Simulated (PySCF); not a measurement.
Structure from 2D NMR

Compound of formula C8H14OSi. Correlations simulated from computed shifts and the bond graph:

HSQC (one-bond C–H):
```csv
δH,δC
7.75,156.6
7.07,146.3
6.02,141.8
5.69,127.6
5.57,127.6
3.17,56.2
0.21,-2.5
```

COSY cross peaks (H two or three bonds apart, from the bond graph; peaks can be absent where the dihedral angle is near 90°):
```csv
δH,δH
7.75,7.07
7.75,4.59
6.02,5.69
6.02,5.57
6.02,3.17
5.69,5.57
4.59,0.21
```

HMBC (two and three bonds, from the bond graph):
```csv
δH,δC
7.75,"196.6, 146.3, -2.5"
7.07,"196.6, 156.6, 56.2"
6.02,"196.6, 127.6, 56.2"
5.69,"141.8, 56.2"
5.57,"141.8, 56.2"
4.59,"156.6, 146.3, -2.5"
3.17,"196.6, 146.3, 141.8, 127.6"
0.21,"156.6, -2.5"
```

Carbons without hydrogens: δ 196.6.

PySCF 2.14 calculation with coordinates at the GFN2-xTB level and σ from GIAO-PBE0/pcSseg-1; fast rotation and ring inversion assumed for equivalent nuclei, relativity neglected, one conformer, no solvent.

Chemical shifts δ = σref − σ; ¹H and ¹³C against TMS, all at this level.

Exchangeable hydrogens are left out of these lists.

**Question.** Work out the connectivity.

**Answer.** `C(CC=C)(=O)/C=C/[SiH](C)C`.

Atoms are numbered as in `[CH2:1]=[CH:2][CH2:3][C:4](=[O:5])/[CH:6]=[CH:7]/[SiH:8]([CH3:9])[CH3:10]`; H(Xn) means a hydrogen on atom n. Ha(C1) is cis to C3; Hb(C1) is trans to C3.

- δC 196.6 is C4, a ketone carbonyl carbon.
- δC 156.6 is C7, a β carbon of a C=C–C=O unit (δH 7.75).
- δC 146.3 is C6, an α carbon of a C=C–C=O unit (δH 7.07).
- δC 141.8 is C2, an alkene CH (δH 6.02).
- δC 127.6 is C1, a terminal =CH2 carbon (δH 5.57, 5.69).
- δC 56.2 is C3, an sp3 CH2 α to a carbonyl (δH 3.17).
- δC -2.5 is C9/C10, a methyl carbon bonded to Si (δH 0.21).
- HMBC from δH 7.75 reaches the proton-free carbon C4.
- HMBC from δH 7.07 reaches the proton-free carbon C4.
- HMBC from δH 6.02 reaches the proton-free carbon C4.
- HMBC from δH 3.17 reaches the proton-free carbon C4.
- COSY links 7.75–7.07, 7.75–4.59, 6.02–5.69, 6.02–5.57, 6.02–3.17, 5.69–5.57.

The data come from this structure; uniqueness wasn't tested.

Shifts are as computed. Against solution values, carbons near 30 ppm lie about +3 ppm off and those near 130 ppm about +5 ppm. Of 1211 compounds with measured shifts, 218 miss one by over three times the rms of a fit or turn the order of signals round; such compounds aren't used in these exercises.
